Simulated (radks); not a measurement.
The numbers below are computed, except where a source is named.
Question: All-electron atom: Be+ in 1s1.5 2s1 2p0.5 (fractional occupations, a model configuration). Level of theory: scalar-relativistic Kohn-Sham, PBE, spin-polarised, spherical densities, point nucleus; open shells are filled with parallel spins first (a radial shooting solver on a logarithmic mesh with Libxc functionals). Some entries of the table are withheld. Estimate them.

orbital,occ.,eigenvalue (Ry),<r> (bohr),r(max) (bohr)
1s up,1,-10.09630,0.3995,(1)
1s down,0.5,-9.53760,0.4067,(2)
2s up,1,-1.24189,2.043,1.695
2p up,0.5,-0.93612,(3),(4)

Answer: 
(1) 1s up r(max) (bohr): 0.2575
(2) 1s down r(max) (bohr): 0.2608
(3) 2p up <r> (bohr): 2.024
(4) 2p up r(max) (bohr): 1.591
